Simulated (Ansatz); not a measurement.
Species: sum formula BSClF (charge -1, singlet). It need not be the lowest isomer of its formula. Whether it binds its extra electron was not tested at this geometry. 
Coordinates optimised at B3LYP-D3(BJ)/def2-TZVP (Ansatz, a quantum-chemistry and plane-wave program):
SMILES: ClB(F)[S-]
```xyz
4

B      0.2265     0.2652     0.0412
Cl    -1.5517    -0.0116    -0.4889
F      0.4690     1.6034    -0.0354
S      1.3141    -0.9725     0.5265
```
Charge -1, spin multiplicity 1.

Basis-set convergence of Hartree-Fock and CCSD correlation energies (hartree) with Ansatz. Valence correlation only, unless marked. Spin-orbit coupling is left out. Non-relativistic.

```
basis            functions       E(HF)  E(corr, CCSD)
---------------  ---------  ----------  -------------
aug-cc-pV(D+d)Z        110  -981.36912       -0.61117
aug-cc-pV(T+d)Z        202         ___            ___
```

**Question.** Complete the blanks.

**Answer.** 
- aug-cc-pV(T+d)Z, E(HF): -981.42831
- aug-cc-pV(T+d)Z, E(corr, CCSD): -0.75942
